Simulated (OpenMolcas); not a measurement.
An atom or ion with 15 electrons was computed by SS-CASPT2, IPEA 0.25 Eh, imaginary shift 0.1 Eh with spin-orbit coupling (OpenMolcas, ANO-RCC-VTZP, DKH2). The lowest levels that the run gave, each within 12 % of the measured value where one is at hand:

| J | Parity | E (cm⁻¹) | g |
| --- | --- | --- | --- |
| 3/2 | odd | 0.0 | 2.002 |
| 3/2 | odd | 18910 | 0.802 |
| 5/2 | odd | 18960 | 1.200 |
| 1/2 | odd | 31910 | 0.666 |
| 3/2 | odd | 31980 | 1.332 |

Q: Which ion is it, and what are the configurations and terms?

A: Cl2+ (Z = 17, charge +2; active space 3 electrons in 3 orbitals (3p)). J, parity and g give the terms where levels are pure, and mixed ones are named by the computed weights; the size of the splittings, set against known spectra of the 15-electron sequence, gives the charge. In order, with the measured energies in cm⁻¹ (Moore, Atomic Energy Levels, vol. I, NSRDS-NBS 35 (1971 reprint of NBS Circular 467, 1949)): 3s² 3p³ ⁴S°_3/2, 3s² 3p³ ²D°_3/2 (18053), 3s² 3p³ ²D°_5/2 (18120), 3s² 3p³ ²P°_1/2 (29812), 3s² 3p³ ²P°_3/2 (29907).

CASPT2 does not keep the components of a term degenerate, so their means are used; among the terms shown or strongly mixed into the levels shown the widest spread is 170 cm-1 (3s² 3p³ ²D°). With the s shell closed, the reference lacks s² → p² mixing. Computed and measured levels are paired by configuration, term and J; levels that our copy of the source lacks, or whose pairing is in doubt (as where it misses far off the trend of its configuration), stay unpaired and out of the deviations. Only configurations of the active space appear.

° marks odd parity.
